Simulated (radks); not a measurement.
Spin polarisation of the 4s1 shell in neutral copper. Start: [Ar] 3d10 4s(up 0.5, down 0.5); electrons of 4s are moved from spin down to spin up, other shells keep equal spins. Calculated with a radial shooting solver on a logarithmic mesh with Libxc functionals: scalar-relativistic Kohn-Sham, LDA (Slater exchange, Perdew-Wang correlation), spin-polarised, spherical densities, finite nucleus; Fermi nuclear charge, rms radius of each element as measured or else 0.836 A^(1/3) + 0.57 fm.

moment (Bohr magnetons)  E - E(0) (eV)  e(4s up) (eV)  e(4s down) (eV)  3d down minus up (eV)  3p down minus up (eV)  3s down minus up (eV)
0                                0.000         -4.858           -4.858                  0.000                  0.000                  0.000
0.25                            -0.012         -4.952           -4.756                  0.038                 -0.002                 -0.006
0.5                             -0.049         -5.036           -4.642                  0.077                 -0.004                 -0.013
0.75                            -0.111         -5.112           -4.515                  0.115                 -0.007                 -0.020
1                               -0.199         -5.180           -4.375                  0.154                 -0.010                 -0.027

At moment 1 the spin-polarisation energy is -0.199 eV and the 4s exchange splitting 0.805 eV, that is 0.805 eV per Bohr magneton; E = -I m^2/4 would give I = 0.795 eV.
